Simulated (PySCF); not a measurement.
**Checking a proposed structure**

A compound C$_{9}$H$_{9}$FO gives the data below (simulated from a calculation) and was assigned the structure `CO[C@]1(F)Cc2ccccc21`.

$^{13}$C{$^{1}$H} NMR (computed): δ 159.8 (C), 142.5 (C), 141.6 (CH), 135.7 (CH), 125.0 (CH2), 121.9 (C), 119.6 (CH), 118.9 (CH), 86.1 (CH2).

$^{1}$H NMR (500 MHz, computed): δ 7.64 (m, 1H), 7.39 (m, 1H), 7.26 (d, 1H), 6.75 (m, 1H), 6.12 (br s, 1H), 5.90 (m, 1H), 5.77 (m, 1H), 5.77 (m, 2H).

All values are calculated (PySCF 2.14): σ from GIAO-PBE0/pcSseg-1, structure optimised with GFN2-xTB. Relativity neglected, single conformer, equivalent nuclei averaged, isolated molecule.

Referencing at the same level of theory: TMS for $^{1}$H, $^{13}$C.

Q: Compare with the shifts computed for the proposed structure, pairing carbons in order of shift.

A: Atoms are numbered as in `[CH3:1][O:2][C@:3]1([F:4])[CH2:5][c:6]2[cH:7][cH:8][cH:9][cH:10][c:11]21`. Each H is labelled by its parent atom.

```csv
atom,computed for proposal,given list,difference
C11,150.6,159.8,-9.2
C6,147.9,142.5,+5.4
C8,136.1,141.6,-5.5
C9,132.1,135.7,-3.6
C7,128.8,125.0,+3.8
C10,127.4,121.9,+5.5
C3,118.9,119.6,-0.7
C1,54.7,118.9,-64.2
C5,49.5,86.1,-36.6
```

The rms difference is 25.1 ppm and the largest -64.2 ppm at C1 (methyl carbon bonded to O). The carbon types in order of shift don't match either: C, C, CH, CH, CH, CH, C, CH3, CH2 for the proposal against C, C, CH, CH, CH2, C, CH, CH, CH2 in the data. The proposal doesn't fit.

Q: Which isomer fits?

A: SMILES C=Cc1c(O)cccc1CF.

1. Carbon types of the structure: 3 × C, 4 × CH, 2 × CH2, leaving 1 H on heteroatoms.
2. δC 141.6: alkene CH; as expected for a trigonal carbon in a double bond.
3. δC 135.7, 119.6, 118.9: aromatic CH.
4. δC 125.0: terminal =CH2 carbon; the olefinic region.
5. δC 86.1: sp3 CH2 bonded to F, on an aromatic ring; pulled downfield by the heteroatom.

Other isomers checked: CC(=O)c1cccc(CF)c1 (rms 26.4 ppm); Cc1cccc(C(=O)F)c1C (rms 39.1 ppm).

This is the structure that produced the data.

OH/NH shifts are gas-phase values; hydrogen bonding in solution moves them, usually downfield. Splittings by $^{19}$F in the carbon and heteronuclear signals aren't shown, as no couplings were computed. Shifts are as computed. Against solution values, carbons near 30 ppm lie about +3 ppm off and those near 130 ppm about +5 ppm. Of 1211 compounds with measured shifts, 218 miss one by over three times the rms of a fit or turn the order of signals round; such compounds aren't used in these exercises. Multiplicities follow the n + 1 count of equivalent neighbours, as no J values were calculated; m marks all less simple cases, F and P coupling included.
